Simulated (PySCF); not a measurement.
A structure optimised at PBE0-D3(BJ)/def2-SVP, used in a PySCF frequency run:

```xyz
10

C      0.5767    -2.6116     0.0000
C      0.4357    -1.2853     0.0000
C      1.4442    -0.1602     0.0000
Se     0.0285     1.2128     0.0000
C     -0.8569    -0.5436     0.0000
O     -1.9953    -0.8831     0.0000
H      1.5600    -3.0893     0.0000
H     -0.3116    -3.2490     0.0000
H      2.0736    -0.1142     0.8999
H      2.0736    -0.1142    -0.8999
```

**Question.** Write its SMILES, formula and point group.

**Answer.** C=C1C[Se]C1=O, C4H4OSe, Cs

**Question.** What are its rotational constants (standard atomic weights)?

**Answer.** 4.3425, 1.9919, 1.3777 GHz
